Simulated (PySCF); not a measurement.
Bonds (- single, = double, # triple, : aromatic): O1=C2 1.183 Å, C2-F3 1.373 Å, C2-C4 1.446 Å, C4:C5 1.381 Å, C5:C6 1.405 Å, C6:C7 1.369 Å, C7:O8 1.328 Å, O8:C4 1.353 Å. C5 carries H9; C6 carries H10; C7 carries H11.

[PySCF 2.14: GFN2-xTB geometry; NMR shieldings at PBE0/pcSseg-1/GIAO; one computed conformer; no solvent model; non-relativistic Hamiltonian]

List the cross peaks expected in HSQC, COSY and HMBC spectra.

Results:



HSQC (one-bond C–H):
```tsv
δH	δC
7.90 (H11)	155.8 (C7)
7.73 (H9)	133.2 (C5)
6.87 (H10)	119.4 (C6)
```

COSY cross peaks (H two or three bonds apart, from the bond graph; peaks can be absent where the dihedral angle is near 90°):
```tsv
δH	δH
7.90 (H11)	6.87 (H10)
7.73 (H9)	6.87 (H10)
```

HMBC (two and three bonds, from the bond graph):
```tsv
δH	δC
7.90 (H11)	146.0 (C4), 133.2 (C5), 119.4 (C6)
7.73 (H9)	155.8 (C7), 155.6 (C2), 146.0 (C4), 119.4 (C6)
6.87 (H10)	155.8 (C7), 146.0 (C4), 133.2 (C5)
```

Chemical shifts δ = σref − σ; ¹H (31.72 ppm) and ¹³C (186.93 ppm) against TMS, all at this level.

Shifts are as computed. Against solution values, carbons near 30 ppm lie about +3 ppm off and those near 130 ppm about +5 ppm. Of 1211 compounds with measured shifts, 218 miss one by over three times the rms of a fit or turn the order of signals round; such compounds aren't used in these exercises.
